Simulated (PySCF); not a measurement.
Geometry:
| atom | x (Å) | y (Å) | z (Å) |
| --- | --- | --- | --- |
| C1 | 1.846 | 1.588 | 1.036 |
| Si2 | 1.180 | -0.146 | 1.276 |
| C3 | 1.912 | -1.320 | 0.012 |
| O4 | -0.478 | -0.141 | 1.142 |
| Si5 | -1.738 | 0.030 | 0.070 |
| C6 | -1.362 | 1.405 | -1.149 |
| C7 | -2.020 | -1.588 | -0.829 |
| H8 | 1.351 | 2.296 | 1.719 |
| H9 | 2.929 | 1.624 | 1.236 |
| H10 | 1.681 | 1.937 | 0.004 |
| H11 | 1.505 | -0.623 | 2.655 |
| H12 | 1.478 | -2.327 | 0.113 |
| H13 | 3.004 | -1.408 | 0.135 |
| H14 | 1.717 | -0.966 | -1.014 |
| H15 | -2.950 | 0.383 | 0.869 |
| H16 | -0.483 | 1.157 | -1.766 |
| H17 | -2.213 | 1.572 | -1.829 |
| H18 | -1.156 | 2.352 | -0.626 |
| H19 | -2.205 | -2.406 | -0.116 |
| H20 | -1.139 | -1.857 | -1.435 |
| H21 | -2.888 | -1.521 | -1.504 |

Geometry: PBE0-D3(BJ)/def2-SVP; GIAO shifts from PySCF 2.14.0 with density-fitted response routines, gas phase, non-relativistic, averaged over equivalent atoms.

At PBE0/cc-pVDZ (176 basis functions, 44 s wall time on 1 thread of an Arm Neoverse N1, shared host):
```csv
atoms,δ (ppm)
C1/C3/C6/C7,2.9
Si2/Si5,0.3
O4,56.4
H11/H15,5.08
H8/H9/H10/H12/H13/H14/H16/H17/H18/H19/H20/H21,0.14
```

Scale: TMS for ¹³C (σ = 196.75 ppm), ²⁹Si (σ = 418.61 ppm), ¹H (σ = 31.29 ppm); ¹⁷O (σ = 343.34 ppm) against H2O (reference shieldings calculated alike).

Q: What do these become at wB97X-D/pcSseg-1?

A: 
```csv
atoms,δ at wB97X-D/pcSseg-1,change
C1/C3/C6/C7,2.3,-0.6
Si2/Si5,1.0,+0.7
O4,56.9,+0.5
H11/H15,4.89,-0.19
H8/H9/H10/H12/H13/H14/H16/H17/H18/H19/H20/H21,0.17,+0.03
```

Chemical shifts δ = σref − σ; ¹³C (σref 184.54), ²⁹Si (σref 352.93), ¹H (σref 31.38) against TMS; ¹⁷O (σref 333.19) against H2O, all at this level.

The largest change is at Si2/Si5 (silicon bonded to 2 C, O, H). Cost: 203 basis functions, 77 s wall time on 1 thread of an Arm Neoverse N1, shared host.

Experimental scales use liquid or dissolved standards, which lie at an offset from isolated H2O (liquid H2O: subtract about 36 ppm).
